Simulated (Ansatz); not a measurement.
The cluster Cu₂Se⁺, relaxed as a doublet with UKS r2SCAN-D4/def2-TZVP in Ansatz, starting from the GFN2-xTB geometry. Force threshold 0.02 eV/Å.

The relaxation made no stability test and no search for a lower SCF solution. The structure comes from a short search, and lower isomers may exist.

Start:

Cartesian coordinates in Å:
```
Cu -0.660 1.029 -1.603
Cu 1.149 -1.294 1.034
Se -0.489 0.265 0.568
```

Task: Estimate the energy that the relaxation releases and the steps that it takes.

Result: 5.6 kcal/mol, in 7 steps; 24 s on 4 threads of Arm Neoverse V2 on a shared host. No frequencies were taken in this run, so the end may be a saddle point.

Task: Does the start keep its bonding and symmetry?

Result: By distances, no bond broke or formed, bridged metal pairs apart. The bond that changes most is Cu1–Se3, from 2.31 to 2.22 Å (atoms count from 1). Metal–metal contacts that move far: Cu1–Cu2 3.95 to 2.69 Å. The end is the same structure that another start reached. Point group C2v at the start, C2v at the end, both within 0.05 Å.

Task: Predict the relaxed structure.

Result: 
```tsv
atom	x (Å)	y (Å)	z (Å)
Cu1	-0.253	0.593	-1.318
Cu2	0.977	-0.986	0.475
Se3	-0.725	0.393	0.843
```
Bond lengths (bridged metal pairs left out): 2 × Cu–Se 2.22 Å.
